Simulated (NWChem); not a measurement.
# CH5ISi; SMILES C[SiH2]I

def2 effective core potentials on I; no spin-orbit coupling.

Q: Give the equilibrium geometry at PBE-D3(BJ)/def2-SVP with def2 effective core potentials on I (NWChem) as a list of bonds and angles, with the point group.

A: point group Cs; any orientation.
Bonds (Å): Si1–C2 1.881, Si1–I3 2.479, Si1–H4 1.502, Si1–H5 1.502, C2–H6 1.108, C2–H7 1.110, C2–H8 1.108. Bond angles (°): C2–Si1–I3 109.8, C2–Si1–H4 111.7, C2–Si1–H5 111.7, I3–Si1–H4 107.1, I3–Si1–H5 107.1, H4–Si1–H5 109.3, Si1–C2–H6 110.7, Si1–C2–H7 109.7, Si1–C2–H8 110.7, H6–C2–H7 108.6, H6–C2–H8 108.5, H7–C2–H8 108.6.
